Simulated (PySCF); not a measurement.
Zr⁺: ionisation energy

Zr⁺ [Kr] 4d2 5s1 (4F) → Zr²⁺ [Kr] 4d2 (3F), as a difference of total energies. Calculation: PySCF 2.14, in def2-TZVP with the def2 core potential (28 electrons) (6s4p3d1f, 40 functions); scalar relativity through the core potential. Correlated levels: valence: 4s2 4p6 frozen. The calculations carry no spin-orbit coupling.

```csv
method,ionisation energy (eV)
UHF,12.303
BP86,13.515
MN15,13.032
MP2 (valence),12.491
SCS-MP2 (valence),12.366
```

How much does correlation contribute at MP2 (valence)?

12.491 − (12.303) = 0.188 eV, measured against UHF.

The reference lies between the lowest fine-structure levels, while these numbers refer to the centres of the terms.

Errors of the correlated levels include the incompleteness of this basis and the frozen core.

For comparison: 13.13 eV (measured; NIST Atomic Spectra Database, ionization energies).
